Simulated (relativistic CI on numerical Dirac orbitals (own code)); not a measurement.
## Rh XLIII: sensitivity of the levels to the model

Base calculation: Dirac-Coulomb-Breit CI, separate exchange-only KLI orbitals for each configuration, model QED, unscaled Slater integrals.

Configuration list (outside the closed core 1s2): 2s, 2p, 3s, 3p, 3d, 4s, 4p, 4d, 4f, 5s, 5p, 5d, 5f, 5g. Levels of other configurations are missing.

Variants: (1) valence Slater integrals scaled by 0.9; (2) QED terms removed; (3) configuration mixing switched off. Shifts of the energy above 2s 2S_1/2, in eV, for the lowest level and the first level of each name with at least 55 % of one term (blank where a level changes its place among those of its configuration and J or its character, or is not in the variant):

| Level | Base | Δ(1) | Δ(2) | Δ(3) |
| --- | --- | --- | --- | --- |
| 2s 2S_1/2 | 0.00 | 0.00 | 0.00 | 0.00 |
| 2p 2P°_1/2 | 94.16 | 0.00 | +3.44 | +0.01 |
| 2p 2P°_3/2 | 263.53 | 0.00 | +3.12 | 0.00 |
| 3s 2S_1/2 | 3718.81 | 0.00 | +2.43 | -0.01 |
| 3p 2P°_1/2 | 3744.88 | 0.00 | +3.44 | -0.01 |
| 3p 2P°_3/2 | 3795.13 | 0.00 | +3.35 | -0.01 |
| 3d 2D_3/2 | 3804.03 | 0.00 | +3.44 | -0.01 |
| 3d 2D_5/2 | 3819.61 | 0.00 | +3.41 | -0.01 |
| 4s 2S_1/2 | 5002.53 | 0.00 | +3.01 | -0.01 |
| 4p 2P°_1/2 | 5013.23 | 0.00 | +3.44 | -0.01 |
| 4p 2P°_3/2 | 5034.38 | 0.00 | +3.40 | -0.01 |
| 4d 2D_3/2 | 5038.09 | 0.00 | +3.44 | -0.01 |
| 4d 2D_5/2 | 5044.67 | 0.00 | +3.42 | -0.01 |
| 4f 2F°_5/2 | 5044.87 | 0.00 | +3.44 | -0.01 |

At this charge energies of transitions that change n are usually good to better than 1 %, and those within a shell (Δn = 0) to a few per cent.

Ionisation energy from the two ground configurations alone: base 6622.84 eV; QED terms removed 6626.28 eV. The NIST ASD value (theoretical) is 6623.26 eV.
